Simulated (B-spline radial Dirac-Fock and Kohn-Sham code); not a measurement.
Binding energies of Pr

System: atomic praseodymium, configuration [Xe] 4f4 6s1 (an excited configuration); nuclear rms radius 4.8919 fm (A = 141).

Method: Dirac-Fock (average of configuration) total-energy differences with a finite nucleus, the Breit interaction including its frequency dependence, and self-energy and vacuum-polarisation corrections. Computed with a radial B-spline solver. No correlation. Energies are counted from the vacuum level. Subshells whose hole state is unreliable or did not converge are left out.

All terms are in eV, carry their sign (relaxation lowers the binding energy) and add up to the binding energy; ⟨r⟩ is the mean radius of the orbital in the initial state.

| subshell | −ε (Koopmans) | relaxation | Breit | self-energy | vacuum polarisation | binding energy | ⟨r⟩ (bohr) |
| --- | --- | --- | --- | --- | --- | --- | --- |
| 1s | 42224.8 | -76.73 | -109.04 | -66.04 | 10.02 | 41983.0 | 0.024 |
| 2s | 6897.4 | -44.69 | -10.99 | -8.58 | 1.21 | 6834.4 | 0.102 |
| 2p1/2 | 6501.3 | -48.46 | -18.34 | 0.40 | -0.01 | 6434.9 | 0.086 |
| 2p3/2 | 6017.5 | -46.75 | -11.87 | -0.38 | -0.06 | 5958.4 | 0.092 |
| 3s | 1529.9 | -24.65 | -1.78 | -1.84 | 0.25 | 1501.9 | 0.271 |
| 3p1/2 | 1360.7 | -25.26 | -3.10 | 0.07 | 0.00 | 1332.4 | 0.261 |
| 3p3/2 | 1262.7 | -24.51 | -1.82 | -0.08 | -0.01 | 1236.2 | 0.273 |
| 3d3/2 | 971.4 | -26.30 | -1.16 | 0.16 | -0.01 | 944.0 | 0.245 |
| 3d5/2 | 950.5 | -26.00 | -0.65 | 0.10 | -0.01 | 923.9 | 0.248 |
| 4s | 319.4 | -12.06 | -0.35 | -0.41 | 0.06 | 306.6 | 0.623 |
| 4p1/2 | 254.0 | -11.66 | -0.60 | 0.02 | 0.00 | 241.7 | 0.642 |
| 4p3/2 | 232.8 | -11.12 | -0.32 | -0.01 | 0.00 | 221.3 | 0.668 |
| 4d3/2 | 123.7 | -10.17 | -0.14 | 0.03 | 0.00 | 113.4 | 0.726 |
| 4d5/2 | 119.9 | -9.95 | -0.04 | 0.02 | 0.00 | 109.9 | 0.736 |
| 5p1/2 | 25.31 | -2.56 | -0.08 | 0.00 | 0.00 | 22.66 | 1.770 |
| 5p3/2 | 22.48 | -2.33 | -0.04 | 0.00 | 0.00 | 20.10 | 1.863 |
| 6s | 3.96 | -0.08 | -0.01 | 0.00 | 0.00 | 3.87 | 5.440 |

For the deepest level, K (1s), the Breit terms make up -0.260 % of the binding energy, QED -0.133 % and orbital relaxation -0.183 %.
